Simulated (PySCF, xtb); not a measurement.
C₂H₇ClSi₂, SMILES C1[Si@@H](Cl)[SiH2]C1.

Harmonic wavenumbers (cm⁻¹) from GFN2-xTB (xtb 6.7.1) at its own minimum, in rising order: 75, 110, 158, 329, 378, 418, 472, 505, 525, 615, 646, 674, 709, 737, 764, 797, 1011, 1028, 1160, 1226, 1245, 1479, 1496, 2181, 2207, 2215, 2973, 2989, 3000, 3010.

What does PySCF with PBE0-D3(BJ)/def2-SVP give at its own minimum? (The exact figures need the calculation; the answer reports its results.)

95, 145, 206, 312, 409, 450, 530, 563, 634, 652, 687, 724, 761, 790, 862, 929, 955, 1008, 1083, 1190, 1231, 1415, 1427, 2221, 2223, 2235, 3071, 3073, 3135, 3144. Paired by order, the mean absolute difference is 58 cm⁻¹ and the zero-point energies are 50.2 and 51.7 kcal/mol.
